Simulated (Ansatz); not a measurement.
Consider the ligand exchange at a B–C bond: `CBCC` + `[SiH3]S` → `CCBS[SiH3]` + CH₄.

Program: Ansatz. Geometries: PBE0-D4/def2-TZVP. ΔE: electronic, gas phase. CCSD(T)/CBS is the MP2 limit (def2-TZVPP, def2-QZVPP) plus CCSD(T) − MP2 in def2-TZVPP, frozen cores. This one scheme is used for every species. DFT in def2-TZVPP. One conformer a species, not always the lowest.

```csv
level,ΔE (kJ/mol)
BLYP-D4,-94.5
r2SCAN-D4,-94.2
r2SCANh-D4,-93.5
BHLYP-D4,-90.5
PBE,-92.3
BLYP,-88.7
BHLYP,-85.3
RPA@PBE/def2-TZVPP,-92.2
```

(1) What does CCSD(T)/CBS give? (An estimate is asked.)

Largest T1 diagnostic among the species: 0.012.

## Answers

(1) Computed: -93.1 kJ/mol. The listed levels differ from it by -1.4, -1.1, -0.4, 2.6, 0.8, 4.4, 7.8, 0.9 kJ/mol.

In def2-TZVPP, CCSD(T) changes the Hartree–Fock value by −11.5 kJ/mol (the triples alone add −4.3 kJ/mol) and MP2 by −17.0 kJ/mol. Leaving LDA and LC-ωPBE aside and taking each functional with its dispersion term where it has one, the values, not all of them listed here, spread over 9.3 kJ/mol, from revPBE-D4 to CAM-B3LYP-D4. At CCSD(T), def2-SVP lies −8.2 kJ/mol from the extrapolated value and def2-TZVPP −0.4 kJ/mol.
